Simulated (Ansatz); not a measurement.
```yaml
crystal:
  periodic: [false, false, false]
  atoms:
    - {symbol: C, position_ang: [-0.765969, 1.206095, 0.375760]}
    - {symbol: N, position_ang: [0.491589, 1.167785, 0.411294]}
    - {symbol: Sb, position_ang: [1.463977, -0.620985, 0.170198]}
    - {symbol: O, position_ang: [-0.063325, -1.705384, -0.459900]}
    - {symbol: H, position_ang: [-1.273390, 2.167282, 0.525303]}
    - {symbol: H, position_ang: [-1.415181, 0.338904, 0.190705]}
    - {symbol: H, position_ang: [1.914086, -0.196204, -1.426032]}
    - {symbol: H, position_ang: [-0.259586, -2.414593, 0.156973]}
basis:
  gaussian: {orbitals: def2-TZVPP, nuclear_model: gaussian}
magnetization: {spin_polarized: true, initial_magnetization: 8}
hamiltonian: {xc: {name: B2GP-PLYP}, pseudopotentials: {relativity: scalar}}
```

```sh
$ ansatz run in.yaml --threads 2 --pin off --events-out ev --progress --plain --max-ram 4352MiB
```

Shortened log:

```
Functional definition: B2GP-PLYP
1355 factors; integrals over basis functions are off by at most 1.1e-3 eV
mean field evaluation 1: about -11131.2994 eV, gradient 2.9e1 eV
mean field evaluation 2: about -11131.6489 eV, gradient 2.8e1 eV
mean field evaluation 4: about -11136.7316 eV, gradient 8.5e0 eV
mean field evaluation 8: about -11138.1239 eV, gradient 8.8e-1 eV
mean field evaluation 16: about -11138.2076 eV, gradient 1.8e-1 eV
mean field evaluation 32: about -11138.2134 eV, gradient 4.2e-3 eV
mean field evaluation 64: about -11138.2124 eV, gradient 9.6e-2 eV
mean field -11138.21343063 eV, -409.3217938235 hartree, gradient 8.0e-6 eV, S^2 20.023634; 6 other end points of the search recorded, 0 dependent functions left out
7 core orbitals not correlated: weight in the atoms' cores, before any rotation towards them, 1.000 or more for the frozen orbitals, at most 0.000 for the correlated occupied ones
reference -11138.21354984 eV, -409.3217982041 hartree; 21, 13 occupied and 171, 179 virtual orbitals, 1355 factors
second order -25.00913901 eV of doubles, -0.00000000 eV of singles
Total energy: -11147.21683988 eV, -409.6526630106 hartree
Relativity: scalar
```

(1) Something in this input is off. What?

## Answers

(1) The spin is set far too high for this molecule. Self-consistency was reached. The result belongs to that input, not to the molecule as meant.
